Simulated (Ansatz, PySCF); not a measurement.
The pair A = PH3 (SMILES P) (first 4 atoms), B = AsH3 (SMILES [AsH3]); geometry from B3LYP-D3(BJ)/def2-TZVP.
(charge 0, multiplicity 1):
```json
[
 {"atom": "P", "x (Å)": "-0.0237", "y (Å)": "0.1221", "z (Å)": "-0.4746"},
 {"atom": "H", "x (Å)": "1.3881", "y (Å)": "-0.0020", "z (Å)": "-0.4601"},
 {"atom": "H", "x (Å)": "-0.2378", "y (Å)": "-1.2642", "z (Å)": "-0.2726"},
 {"atom": "H", "x (Å)": "-0.1115", "y (Å)": "0.0255", "z (Å)": "-1.8883"},
 {"atom": "As", "x (Å)": "0.2154", "y (Å)": "0.3839", "z (Å)": "3.1491"},
 {"atom": "H", "x (Å)": "0.3142", "y (Å)": "0.5102", "z (Å)": "4.6676"},
 {"atom": "H", "x (Å)": "-1.2944", "y (Å)": "0.5842", "z (Å)": "3.1654"},
 {"atom": "H", "x (Å)": "0.4730", "y (Å)": "1.8710", "z (Å)": "2.9437"}
]
```

Correlated levels freeze the cores. Filled d and f shells under p-block atoms count as core. Rows in 6-31G* carry no dispersion term and start afresh at each structure (6-31G* with six Cartesian d functions); the Pople sets are all-electron and without relativity.

The values were computed with Ansatz (Gaussian orbitals); PySCF for 6-31G* rows. Each number belongs to the level named beside it.

Total energies (hartree), monomers frozen at their geometry in the pair:

```tsv
structure	HF/6-31G*	PBE/def2-TZVPPD	CCSD(T)/def2-TZVPPD
AB	-2578.0761670	-2580.3032159	-2578.8152567
A in the pair's basis	-342.4476346	-342.9841000	-342.6908075
B in the pair's basis	-2235.6298424	-2237.3180189	-2236.1230555
A	-342.4474740	-342.9840365	-342.6906224
B	-2235.6297946	-2237.3178833	-2236.1227900
```

Task: Work out the interaction energy without and with the counterpoise correction, and the superposition error, for each level.

Result: 
E(AB) − E(A) − E(B), times 627.509 kcal/mol, with the monomers in their own basis and then in the pair's basis:
- HF/6-31G*: 0.69 uncorrected, 0.82 corrected; the monomers gain 0.13 kcal/mol from borrowed functions
- PBE/def2-TZVPPD: -0.81 uncorrected, -0.69 corrected; the monomers gain 0.12 kcal/mol from borrowed functions
- CCSD(T)/def2-TZVPPD: -1.16 uncorrected, -0.87 corrected; the monomers gain 0.28 kcal/mol from borrowed functions

Ansatz is an electronic-structure program.
